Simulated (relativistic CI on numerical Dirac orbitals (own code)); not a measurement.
## Hyperfine structure of Ta LXIII, mass number 181

Computed by Dirac-Coulomb-Breit CI, orbitals from a KLI potential per configuration, model QED, unscaled Slater integrals (own radial code, finite nucleus).

Configurations in the expansion (outside the closed core [Ne]): 3s, 3p, 3d, 4s, 4p, 4d, 4f, 5s, 5p, 5d, 5f, 5g, 6s, 6p, 6d. Levels of other configurations are missing.

Nuclear spin I = 7/2, μ = 2.365 μN, Q = 3.17 b (tables of Stone and Pyykkö). The electronic factors are computed for point nuclear moments, without core polarisation or the Bohr-Weisskopf and QED corrections.

```csv
Level,E (10³ cm⁻¹),A (GHz),B (GHz)
3s 2S_1/2,0.0,3908,
3p 2P°_1/2,1261.7,1270,
3p 2P°_3/2,4088.6,144.7,1370
3d 2D_3/2,5570.7,78.06,249
3d 2D_5/2,6214.0,31.09,305
4s 2S_1/2,25373.2,1601,
4p 2P°_1/2,25894.4,527.8,
4p 2P°_3/2,27051.6,60.93,582
```

Levels with J = 0, under 50 % of one LS term, or S terms without an open s electron are left out. Small factors come from cancelling terms and can be off by tens of per cent or more.

At this charge energies of transitions that change n are usually good to better than 1 %, and those within a shell (Δn = 0) to a few per cent.

Give the hyperfine levels of 3s 2S_1/2 relative to its centre of gravity.

With K = F(F + 1) − I(I + 1) − J(J + 1), E = AK/2: F = 3: -8793, F = 4: 6839 GHz.
